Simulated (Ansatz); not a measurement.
`C[O][In]([NH2])[NH2]` → `[CH2]` (triplet) + `[NH2][In]([NH2])[OH]`  (formal loss of a carbene)

Isolated molecules relaxed with PBE0-D4/def2-TZVP in Ansatz; ΔE leaves out vibrations. CBS: MP2 limit from def2 TZ/QZ plus the TZ coupled-cluster correction, frozen cores. This one scheme is used for every species. Triplets are unrestricted, without spin–orbit coupling. Elements past krypton have def2 core potentials. For In outer-core shells are correlated without core-valence functions, which leaves a few kJ/mol of doubt a bond. Each species was taken in one conformer, which may not be the lowest.

```csv
species,CCSD(T)/CBS(def2) energy (Eh)
`C[O][In]([NH2])[NH2]`,-416.67746
`[CH2]` (triplet),-39.09499
`[NH2][In]([NH2])[OH]`,-377.44075
```

(1) Work out ΔE.

Largest T1 diagnostic among the species: 0.015.

## Answers

(1) ΔE = (-39.09499) + (-377.44075) − (-416.67746) = 0.14172 Eh = +372.1 kJ/mol.

The D4 term adds +9.2 kJ/mol with B3LYP and +5.1 kJ/mol with PBE0; it sums over pairs of atoms, weighted by their polarisabilities, and B3LYP, whose exchange is more repulsive, gets the larger term. From BLYP to BHLYP (50 % exact exchange), in def2-TZVPP and without D4, ΔE moves by −8.3 kJ/mol. In def2-TZVPP, CCSD(T) changes the Hartree–Fock value by +127.7 kJ/mol (the triples alone add +10.8 kJ/mol) and MP2 by +134.8 kJ/mol.

B3LYP here is the variant with VWN-RPA as its local correlation; programs differ in this.
